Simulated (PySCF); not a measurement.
C₂H₅O₂, charge +1. Atoms are numbered in the order given.

```xyz
9

C     -1.4090     0.1513     0.0891
C      0.0545    -0.0211    -0.0105
O      0.5501    -0.4054    -1.1211
O      0.8815     0.2196     0.9425
H     -1.6428     1.2005    -0.1755
H     -1.9150    -0.4996    -0.6364
H     -1.7697    -0.0399     1.1099
H      1.5304    -0.4657    -1.1210
H      0.4718     0.5098     1.7807
```
Charge +1, spin multiplicity 1.

Geometry optimised at B3LYP-D3(BJ)/def2-SVP. The isomer is the one that the SMILES or the coordinates give; other isomers of the formula were not compared. Other conformers were not sampled.

The numbers are results of PBE/def2-TZVPD (PySCF), not measurements.

ESP charges are fitted to the potential on shells at 1.4 to 2.0 van der Waals radii. Atomic charges (e):

```tsv
atom	meta-Löwdin	ESP fit
C1	-0.39	[?]
C2	0.57	[?]
O3	-0.27	-0.34
O4	-0.30	-0.40
H5	0.20	[?]
H6	0.20	[?]
H7	0.18	[?]
H8	0.40	0.48
H9	0.41	0.47
```

Problem. Some entries are withheld; supply them. (An estimate is asked for; the answer gives what the named calculation found.)

Solution. 
- C1, ESP fit: -0.59
- C2, ESP fit: 0.63
- H5, ESP fit: 0.25
- H6, ESP fit: 0.27
- H7, ESP fit: 0.22
